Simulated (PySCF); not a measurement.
Coordinates in bohr (charge 0 multiplicity 1):
```
Co    0.1614    0.4953    0.0000
O    -0.6244   -2.3539    0.0000
H     2.0464    3.1702    0.0000
H     0.6086    3.7075    0.0000
H    -2.3531    1.5616    0.0000
```

Level of theory: PBE0 in PySCF with Co def2-TZVP, O def2-TZVP, H def2-TZVP; no relativity; density-fitted integrals.

This geometry of H3CoO is a stationary point at this level.

(1) What is the point group?

(2) Is it a minimum?

(3) List the harmonic modes with their infrared intensities.

(4) What are the dipole moment and the gap between the highest occupied and lowest empty levels?

Results:

(1) Cs.

(2) No: it has 1 imaginary mode, at 268i cm⁻¹ (a'').

(3) 
| symmetry | ω (cm⁻¹) | IR (km/mol) |
| --- | --- | --- |
| a'' | 268i | – |
| a' | 384 | 14.4 |
| a' | 699 | 9.4 |
| a'' | 811 | 22.5 |
| a' | 860 | 85.4 |
| a' | 1019 | 69.5 |
| a' | 1547 | 29.4 |
| a' | 2101 | 39.7 |
| a' | 3408 | 177 |

(4) 4.24 D and 3.34 eV.

Stability towards spin polarisation was not tested. This need not be the most stable arrangement of these atoms.
